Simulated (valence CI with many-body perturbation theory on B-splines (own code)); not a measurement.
# Br²²⁺: electric-dipole lines

Method: relativistic CI+MBPT: three valence electrons over a frozen Dirac-Fock core [Ne], a basis of 11 s, 11 p, 9 d, 7 f, 5 g, 2 h, 1 i functions for each j, with the one-electron correlation potential Σ1, the two-electron term Σ2, the three-electron term Σ3, Breit, model QED; selected CI, second order for the rest (own B-spline code, finite nucleus).

No measured spectrum was set against this ion. As an estimate, levels of excited configurations hold to 0.05 to 0.15 % of their energy, terms of the ground configuration to about 0.5 %.

Lines 51 to 100 of 276 in falling wavelength, among levels below 235.92 eV, chosen from the strongest by gf and those to the six lowest levels. Wavelengths and rates use the calculated energies, so an error of 500 cm⁻¹ moves a line at 19.28 nm by 0.096 % and its rate by three times that or more. Electric multipoles are in the length gauge, E1 and E2 with the static RPA response of the core. Weak lines are less certain than strong ones. Lines between different terms over intervals too small for the method are left out, as are lines whose strength nearly cancels. The highest levels of a list are the least certain.

Names give the largest LS component (configuration and term), which can be under half, so a name can repeat, a term be missing and a line seem to break the LS rules; names also repeat where a configuration has a term twice. Letters in brackets count levels of one name in rising energy.

| λ vac (nm) | Upper | Lower | A (s⁻¹) | S (a.u.) with core polarisation | S without |
| --- | --- | --- | --- | --- | --- |
| 19.28 | 3p²3d ⁴F_7/2 | 3s3p3d ⁴P°_5/2 | 1.01e+10 | 2.87e-01 | 2.95e-01 |
| 19.22 | 3p²3d ⁴F_5/2 | 3s3p3d ⁴F°_7/2 | 5.59e+09 | 1.18e-01 | 1.21e-01 |
| 18.95 | 3p²3d ⁴D_7/2 | 3s3p3d ²F°_5/2 [a] | 2.47e+09 | 6.63e-02 | 6.83e-02 |
| 18.94 | 3p³ ²D°_3/2 | 3s3p² ⁴P_5/2 | 1.01e+10 | 1.36e-01 | 1.40e-01 |
| 18.87 | 3p²3d ⁴F_9/2 | 3s3p3d ⁴F°_9/2 | 1.62e+10 | 5.36e-01 | 5.53e-01 |
| 18.77 | 3p²3d ⁴P_5/2 | 3s3p3d ⁴D°_7/2 | 1.19e+10 | 2.32e-01 | 2.39e-01 |
| 18.71 | 3p²3d ⁴F_3/2 | 3s3p3d ⁴F°_3/2 | 1.07e+10 | 1.38e-01 | 1.42e-01 |
| 18.56 | 3p²3d ²F_7/2 [a] | 3s3p3d ⁴F°_7/2 | 3.53e+09 | 8.92e-02 | 9.19e-02 |
| 18.53 | 3s3p3d ⁴F°_3/2 | 3s3p² ²D_3/2 | 1.26e+09 | 1.58e-02 | 1.63e-02 |
| 18.53 | 3s3p² ²P_1/2 | 3s²3p ²P°_3/2 | 8.98e+08 | 5.64e-03 | 5.81e-03 |
| 18.51 | 3p²3d ⁴P_3/2 | 3s3p3d ⁴D°_5/2 | 1.16e+10 | 1.46e-01 | 1.50e-01 |
| 18.45 | 3p²3d ⁴D_7/2 | 3s3p3d ⁴D°_7/2 | 5.87e+09 | 1.45e-01 | 1.50e-01 |
| 18.31 | 3s3p² ²D_3/2 | 3s²3p ²P°_1/2 | 8.75e+09 | 1.06e-01 | 1.09e-01 |
| 18.28 | 3p²3d ⁴F_5/2 | 3s3p3d ⁴F°_5/2 | 8.46e+09 | 1.53e-01 | 1.58e-01 |
| 18.11 | 3s3p3d ²P°_3/2 [a] | 3s²3d ²D_3/2 | 5.34e+09 | 6.26e-02 | 6.44e-02 |
| 18.04 | 3p²3d ⁴F_7/2 | 3s3p3d ⁴F°_7/2 | 8.46e+09 | 1.96e-01 | 2.02e-01 |
| 17.95 | 3s3p3d ⁴F°_5/2 | 3s3p² ²D_3/2 | 9.59e+07 | 1.64e-03 | 1.70e-03 |
| 17.82 | 3p³ ²D°_3/2 | 3s3p² ⁴P_3/2 | 3.63e+09 | 4.06e-02 | 4.18e-02 |
| 17.72 | 3p²3d ²G_9/2 | 3s3p3d ⁴D°_7/2 | 2.83e+09 | 7.79e-02 | 8.02e-02 |
| 17.72 | 3p²3d ⁴F_5/2 | 3s3p3d ⁴F°_3/2 | 4.41e+09 | 7.26e-02 | 7.48e-02 |
| 17.72 | 3p²3d ⁴P_1/2 | 3s3p3d ⁴P°_1/2 | 9.98e+09 | 5.47e-02 | 5.64e-02 |
| 17.71 | 3p²3d ⁴P_1/2 | 3s3p3d ⁴P°_3/2 | 1.43e+10 | 7.83e-02 | 8.06e-02 |
| 17.61 | 3p³ ²D°_5/2 | 3s3p² ⁴P_5/2 | 1.29e+09 | 2.08e-02 | 2.14e-02 |
| 17.53 | 3p²3d ²D_5/2 | 3s3p3d ²D°_3/2 | 7.54e+09 | 1.20e-01 | 1.24e-01 |
| 17.40 | 3p²3d ²F_7/2 [b] | 3s3p3d ²F°_7/2 [a] | 2.22e+10 | 4.62e-01 | 4.76e-01 |
| 17.37 | 3p²3d ⁴F_9/2 | 3s3p3d ⁴F°_7/2 | 6.76e+09 | 1.75e-01 | 1.80e-01 |
| 17.31 | 3p³ ⁴S°_3/2 | 3s3p² ⁴P_5/2 | 2.02e+10 | 2.07e-01 | 2.14e-01 |
| 17.25 | 3p²3d ⁴P_5/2 | 3p³ ²P°_3/2 | 4.12e+09 | 6.26e-02 | 6.45e-02 |
| 17.22 | 3s3p3d ²F°_7/2 [b] | 3s²3d ²D_5/2 | 5.07e+10 | 1.02e+00 | 1.05e+00 |
| 17.21 | 3p²3d ⁴F_7/2 | 3s3p3d ⁴F°_5/2 | 4.96e+09 | 9.98e-02 | 1.03e-01 |
| 17.10 | 3p²3d ²D_3/2 [a] | 3s3p3d ⁴P°_3/2 | 6.12e+09 | 6.05e-02 | 6.23e-02 |
| 17.06 | 3p²3d ⁴D_5/2 | 3s3p3d ⁴F°_7/2 | 1.12e+10 | 1.64e-01 | 1.69e-01 |
| 17.02 | 3p²3d ²D_5/2 | 3s3p3d ⁴D°_5/2 | 8.44e+09 | 1.23e-01 | 1.27e-01 |
| 17.01 | 3p²3d ²D_5/2 | 3s3p3d ⁴D°_7/2 | 9.93e+09 | 1.45e-01 | 1.49e-01 |
| 17.01 | 3p²3d ²D_3/2 [a] | 3s3p3d ⁴D°_5/2 | 8.06e+09 | 7.84e-02 | 8.07e-02 |
| 16.98 | 3p²3d ²F_5/2 [b] | 3s3p3d ²D°_5/2 [a] | 1.08e+10 | 1.57e-01 | 1.61e-01 |
| 16.95 | 3p³ ²P°_1/2 | 3s3p² ²D_3/2 | 2.97e+10 | 1.42e-01 | 1.47e-01 |
| 16.93 | 3p²3d ²D_3/2 [b] | 3s3p3d ²F°_5/2 [a] | 2.31e+10 | 2.21e-01 | 2.27e-01 |
| 16.92 | 3p²3d ⁴D_7/2 | 3s3p3d ⁴F°_9/2 | 1.19e+10 | 2.27e-01 | 2.33e-01 |
| 16.91 | 3p²3d ²P_3/2 [a] | 3s3p3d ⁴F°_3/2 | 9.67e+09 | 9.23e-02 | 9.51e-02 |
| 16.90 | 3p²3d ⁴P_5/2 | 3s3p3d ⁴P°_5/2 | 1.26e+10 | 1.80e-01 | 1.85e-01 |
| 16.84 | 3s3p3d ⁴D°_3/2 | 3s3p² ²D_5/2 | 8.54e+09 | 8.05e-02 | 8.29e-02 |
| 16.84 | 3s3p3d ⁴P°_5/2 | 3s3p² ²D_5/2 | 3.38e+09 | 4.78e-02 | 4.92e-02 |
| 16.70 | 3s3p3d ²F°_5/2 [b] | 3s²3d ²D_3/2 | 5.18e+10 | 7.13e-01 | 7.34e-01 |
| 16.65 | 3p²3d ⁴D_1/2 | 3s3p3d ⁴F°_3/2 | 2.38e+10 | 1.08e-01 | 1.12e-01 |
| 16.64 | 3p²3d ⁴D_7/2 | 3s3p3d ⁴P°_5/2 | 5.95e+09 | 1.08e-01 | 1.12e-01 |
| 16.64 | 3p³ ²D°_5/2 | 3s3p² ⁴P_3/2 | 4.88e+07 | 6.65e-04 | 6.83e-04 |
| 16.52 | 3p³ ²D°_3/2 | 3s3p² ⁴P_1/2 | 4.79e+09 | 4.26e-02 | 4.39e-02 |
| 16.51 | 3p³ ²P°_3/2 | 3s3p² ²D_5/2 | 1.20e+10 | 1.07e-01 | 1.10e-01 |
| 16.37 | 3p³ ⁴S°_3/2 | 3s3p² ⁴P_3/2 | 2.04e+10 | 1.76e-01 | 1.82e-01 |
